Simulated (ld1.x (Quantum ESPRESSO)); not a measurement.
Configuration tests for lead (Pb) (TM)

- Element: Pb (Z = 82)
- Generator: ld1.x (Quantum ESPRESSO) 7.5
- Type: norm-conserving Troullier–Martins (Kleinman–Bylander form)
- Functional: PBEsol
- Relativity: fully relativistic
- Frozen core: [Xe] 4f14 5d10
- Valence charge: 4
- Reference configuration: 6s2 6p0 (charge +2)
- Partial waves: 6s (bound): rc 2.56 bohr; 6p (bound, empty): rc 2.05 bohr; 6d channel at 0.05 Ry: rc 2.15 bohr
- Local potential: the d channel
- Core correction: a·sin(br)/r model core inside 1.30 bohr

Open shells are filled in proportion to 2j + 1 (rel_dist='average').

Energies are relative to the spin-unpolarised reference configuration 6s2 6p0; without spin polarisation the order of configurations can differ from experiment. The d channel is local and has no spin–orbit splitting in the pseudo-atom.

```
valence configuration  charge  ΔE all-electron (eV)  error AE − PS (meV)
              6s2 6p2       0               -20.330                 -110
              6s1 6p0      +3                32.476                 -226
              6s1 6p2      +1                -4.208                  -28
            6s2 6p1.5    +0.5               -17.769                  -80
              6s1 6p3       0               -11.730                  -56
```

Problem. What are ΔE and the potential's error for 6s0 6p4?

Solution. ΔE = -2.784 eV all-electron; the error (AE − PS) is -101 meV.

Problem. What are ΔE and the potential's error for 6s2 6p1?

Solution. ΔE = -13.609 eV all-electron; the error (AE − PS) is -45 meV.

Note: ghost states, extra bound levels that the all-electron valence spectrum of the same l lacks: s at -423.7 eV, p3/2 at -206.2 eV, p1/2 at -185.5 eV. A true bound ghost makes a file unfit for plane-wave use.
